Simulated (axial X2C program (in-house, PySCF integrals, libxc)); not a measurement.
## Worked dissociation energy of CaC: CCSD(T), 2c

Calculated with an axial X2C code built on PySCF integrals. Two-component (2c) means X2C with spin–orbit coupling and atomic mean-field two-electron Coulomb and Gaunt terms. Basis: Ca dyall-cv3z [11s12p6d4f], C dyall-v3z [7s6p2d1f] (cores contracted in-house); Gaussian nuclei, density fitting, unrestricted open shells. Masses: Ca 39.963 u, C 12.000 u.

Molecular state: Ω = 1 (⟨Sz⟩ = 1.00, ⟨Lz⟩ = 0.00 at HF).

Correlated methods: 14 electrons correlated (number of frozen shells: Ca 2 s, 1 p; C 1 s), 223 virtual spin orbitals or spinors in MP2, 90 natural virtuals in coupled cluster.

- E(Ca) (2M_J = 0): -679.815327 hartree
- E(C) (2M_J = 2): -37.797805 hartree
- E(CaC) at Re: -717.683379 hartree
- ωe: 480.6 cm⁻¹
- ωexe: 2.6 cm⁻¹

Q: Work out De and D0.

A: De = -679.815327 + (-37.797805) − (-717.683379) = 0.07025 hartree = 1.912 eV. The zero-point energy is ωe/2 − ωexe/4 = 240 cm⁻¹ = 0.030 eV, so D0 = 1.882 eV.

The state is a single determinant with fixed occupations, the lowest that a limited PBE0 search found. Dissociation energies refer to the lowest single-determinant-based atoms at the same level and basis. CCSD and (T) use frozen natural virtuals with an MP2 correction for the truncation; (T) itself is uncorrected, so its De runs slightly low. A 2c atom that is not at its ground J level misses part of its spin–orbit lowering, and De is too large by that part (0.04 eV or less for light atoms). This holds for CCSD(T). PBE0 can misorder states that lie within some tenths of an eV, so this need not be the ground state of the molecule. The nearest other 2c determinant of the search, Ω = 2, lies 0.10 eV up at the distance of the search. With several unpaired electrons one determinant need not be a pure state. Open-shell Ω = 0 determinants with evenly filled partner blocks cannot be reached by this program, so the Ω shown need not be the lowest component. This is the Ω = 1 component of a π² triplet; the 0⁺ component is not one determinant and can lie lowest. The determinant is spin-polarised beyond a pure state at some levels (its spin-free form has ⟨S²⟩ too high), which makes Re and μ there less reliable.

Each atomic determinant is the lowest at this level and need not be a pure J level. Totals compare only within one Hamiltonian and basis.
